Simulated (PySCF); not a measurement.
C4H8OSi.
Z-matrix (Å and degrees, PBE0-D3(BJ)/def2-SVP geometry), rows numbered from 1:
```
C 
C   1  1.5150
C   2  1.5294  1  121.95
C   3  1.2968  2   62.77  1  -108.05
O   4  1.3256  2  144.54  3  -179.73
Si  5  1.6948  4  121.27  2     6.78
H   1  1.1023  2  111.09  3   -87.77
H   1  1.1013  2  110.97  3    32.26
H   1  1.1032  2  111.47  3   152.78
H   2  1.1066  1  112.66  3   148.32
H   3  1.0852  2  144.24  4   179.88
H   6  1.4903  5  110.03  4   -55.95
H   6  1.4845  5  104.87  4  -175.60
H   6  1.4910  5  109.76  4    65.09
```

The calculation used PBE0-D3(BJ)/def2-SVP geometry optimisation, gas phase (PySCF).

Masses are those of the commonest isotopes; rigid-rotor values at the optimised geometry. The values belong to one conformer with, in the numbering `[CH3:1][C@@H:2]1[CH:3]=[C:4]1[O:5][SiH3:6]`, C3–C4–O5–Si6 -173°.

(1) Give the principal moments of inertia and the rotational constants in cm⁻¹.

(2) Classify the top.

(3) What does the inertial defect say?

(4) Give the other two planar moments, Paa and Pbb, and the rms extents of the mass along the axes.

(5) List the rotational levels J(Ka,Kc) to J = 3 (MHz).

(6) Which lines would a microwave search look for?

(7) Estimate the classical rotational partition function at 10 K, 50 K and 500 K.

## Answers

(1) Ia = 95.12, Ib = 273.97, Ic = 344.86 u·Å²; 505379 MHz·u·Å²/I gives 5313, 1845 and 1465 MHz, that is A = 0.17723, B = 0.06153, C = 0.04888 cm⁻¹.

(2) An asymmetric top; Ray's κ = -0.803.

(3) Not planar: Δ = Ic − Ia − Ib = -24.23 u·Å². For a rigid frame Δ = −2 Σ m c², so Σ m c² = 12.11 u·Å² lies off the ab plane: 7.52 from hydrogen and 4.59 from heavier atoms. The atom farthest from that plane is 1.59 Å away.

(4) Paa = Σ m a² = (Ib + Ic − Ia)/2 = 261.86 and Pbb = Σ m b² = (Ia + Ic − Ib)/2 = 83.00 u·Å². With the mass M = 100.03 u, the rms extents √(P/M) along a, b and c are 1.62, 0.91, 0.35 Å.

(5) Above 0(0,0):
J = 1: 1(0,1) 3310, 1(1,1) 6779, 1(1,0) 7158
J = 2: 2(0,2) 9901, 2(1,2) 13020, 2(1,1) 14157, 2(2,1) 24563, 2(2,0) 24592
J = 3: 3(0,3) 19714, 3(1,3) 22363, 3(1,2) 24637, 3(2,2) 34493, 3(2,1) 34639, 3(3,1) 52802, 3(3,0) 52803
Those of J = 1 are B + C, A + C and A + B.

(6) The dipole components are |μa| = 0.63 D, |μb| = 0.94 D, |μc| = 0.14 D. The squared components, which scale the intensities, stand as 0.46 : 1.00 : 0.02 (a : b : c). Some of the stronger lines:

| type | branch | J(Ka,Kc) | MHz | lower level (cm⁻¹) |
| --- | --- | --- | --- | --- |
| a | Q | 3(1,2) ← 3(1,3) | 2274 | 0.746 |
| b | Q | 1(1,0) ← 1(0,1) | 3848 | 0.110 |
| a | R | 2(0,2) ← 1(0,1) | 6591 | 0.110 |
| b | R | 3(0,3) ← 2(1,2) | 6695 | 0.434 |
| b | R | 1(1,1) ← 0(0,0) | 6779 | 0.000 |
| a | R | 3(1,3) ← 2(1,2) | 9344 | 0.434 |
| a | R | 3(2,2) ← 2(2,1) | 9930 | 0.819 |
| a | R | 3(2,1) ← 2(2,0) | 10047 | 0.820 |
| b | Q | 2(2,0) ← 2(1,1) | 10435 | 0.472 |
| b | Q | 3(2,2) ← 3(1,3) | 12130 | 0.746 |
| b | Q | 4(2,3) ← 4(1,4) | 12920 | 1.160 |
| a | R | 4(3,2) ← 3(3,1) | 13295 | 1.761 |
| a | R | 4(3,1) ← 3(3,0) | 13304 | 1.761 |
| a | R | 4(2,2) ← 3(2,1) | 13501 | 1.155 |
| a | R | 4(1,3) ← 3(1,2) | 13935 | 0.822 |
| b | R | 2(2,0) ← 1(1,1) | 17814 | 0.226 |
| b | Q | 3(3,0) ← 3(2,1) | 18164 | 1.155 |
| b | Q | 4(3,2) ← 4(2,3) | 18386 | 1.591 |
| b | Q | 4(4,1) ← 4(3,2) | 25558 | 2.205 |
| b | R | 4(2,2) ← 3(1,3) | 25777 | 0.746 |
| b | R | 4(3,2) ← 3(2,1) | 31458 | 1.155 |
| b | R | 4(4,1) ← 3(3,0) | 38851 | 1.761 |

(7) Point group C1, symmetry number σ = 1; q = (√π/σ)·√((kT/h)³/(ABC)), k/h = 20836.6 MHz/K: 1410 at 10 K, 15700 at 50 K, 497000 at 500 K.

Whether it is a minimum is left open (no frequencies). Zero-point vibration and centrifugal distortion are left out. A rigid rotor knows nothing of internal rotation, which can split or shift real lines.
